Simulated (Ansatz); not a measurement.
Consider the atomization: `N=C1CB1[SiH2]O` → B• + 2 C• + 6 H• + N• + O• + Si•.

Isolated molecules relaxed with PBE0-D4/def2-TZVP in Ansatz; ΔE leaves out vibrations. CCSD(T)/CBS adds triple-zeta CCSD(T) − MP2 to the extrapolated MP2 energy (def2 sets, frozen cores). This one scheme is used for every species, atoms too. Functionals use def2-TZVPP. B3LYP here is the variant with VWN-RPA as its local correlation; programs differ in this. Open shells (•) are unrestricted, without spin–orbit coupling. Spin–orbit coupling would lower the free atoms: a little for B, C, O, Si. One conformer a species, not always the lowest.

```tsv
level	ΔE (eV)
PBE-D4	48.74
r2SCAN-D4	47.53
B3LYP	47.00
MP2/def2-TZVPP	46.77
SCS-MP2/def2-TZVPP	46.49
MP2/def2-QZVPP	47.59
SCS-MP2/def2-QZVPP	47.42
CCSD/CBS(def2)	46.24
```

What does CCSD(T)/CBS give? (Best estimate.)

Computed: +47.10 eV. The listed levels differ from it by 1.64, 0.43, -0.10, -0.33, -0.61, 0.49, 0.32, -0.86 eV.

Largest T1 diagnostic among the species: 0.014.

From PBE to PBE0 (25 % exact exchange), in def2-TZVPP and without D4, ΔE moves by −1.14 eV: exact exchange takes away binding that semilocal exchange gives to molecules. In def2-TZVPP, CCSD(T) changes the Hartree–Fock value by +12.54 eV (the triples alone add +0.86 eV) and MP2 by +13.59 eV; breaking electron pairs costs correlation energy, which Hartree–Fock lacks. The D4 term adds +0.39 eV with B3LYP and +0.21 eV with PBE0; it sums over pairs of atoms, weighted by their polarisabilities, and B3LYP, whose exchange is more repulsive, gets the larger term.

For atomizations the MP2-based limit and the directly extrapolated one differ by several kJ/mol either way, and by 10 to 25 for some Ge, Se and Sn compounds, so smaller differences from it don't rank the levels.
